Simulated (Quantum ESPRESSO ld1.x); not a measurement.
Results of a calculation; reference values are marked as such.
C3+, 3 electrons, occupied as 1s1 2s1 3d1 (not the ground configuration).

Code: ld1.x of Quantum ESPRESSO 7.5. Model: scalar-relativistic Kohn-Sham, LDA (Slater exchange, Perdew-Wang correlation), spin-polarised, spherical densities, point nucleus; open shells are filled with parallel spins first.

Energy parts (hartree):
total: -22.1593
kinetic: 22.1215
electron-nucleus: -46.4281
Hartree: 4.5256
exchange-correlation: -2.3783

Orbitals (lengths in bohr, moments of r in powers of bohr; <r^-3> diverges for s and p1/2; r(90%) holds 90 % of the orbital's charge):
orbital  occ.  eigenvalue (hartree)    <r^4>  <r^-3>  r(90%)
1s up       1              -14.9121  0.01912       -   0.452
1s down     0              -13.0945  0.02400       -   0.479
2s up       1              -2.68526    3.712       -    1.73
2s down     0              -2.27024    4.991       -    1.86
3d up       1              -0.81012    72.97  0.2272    3.66
3d down     0              -0.67886    123.0  0.1562    4.17

The highest occupied level is 3d up at -22.045 eV. The configuration is held as typed, so some empty levels lie below it. Spin moment in Bohr magnetons: 3. The density falls to 0.001 e/bohr^3 at r = 3.56 bohr.
